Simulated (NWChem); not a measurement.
CF cation, singlet

```xyz
2

C      0.0000     0.0000    -0.6977
F      0.0000     0.0000     0.4710
```
Atoms are numbered in this order, from 1.

Low-valent species are run as closed-shell singlets; no triplet was tried in these runs. Structure relaxed at the B3LYP/6-31G* (spherical d) level.

 Unshifted, non-relativistic core excitations; the lowest 4 roots alone, so stronger bands may lie above.

### Question
List the first C K-edge excitations from PBE0/def2-TZVP, restricted-window TDA (NWChem).

### Answer
```json
[
 {"state": "S1", "energy (eV)": "278.3", "dipole oscillator strength": "0.0992", "leading excitation (squared amplitude)": "1s of atom 1 or its equivalents → LUMO (0.99)"},
 {"state": "S2", "energy (eV)": "278.3", "dipole oscillator strength": "0.0992", "leading excitation (squared amplitude)": "1s of atom 1 or its equivalents → LUMO+1 (0.99)"},
 {"state": "S3", "energy (eV)": "288.4", "dipole oscillator strength": "0.0290", "leading excitation (squared amplitude)": "1s of atom 1 or its equivalents → LUMO+2 (0.96)"},
 {"state": "S4", "energy (eV)": "291.7", "dipole oscillator strength": "0.0007", "leading excitation (squared amplitude)": "1s of atom 1 or its equivalents → LUMO+3 (0.98)"}
]
```
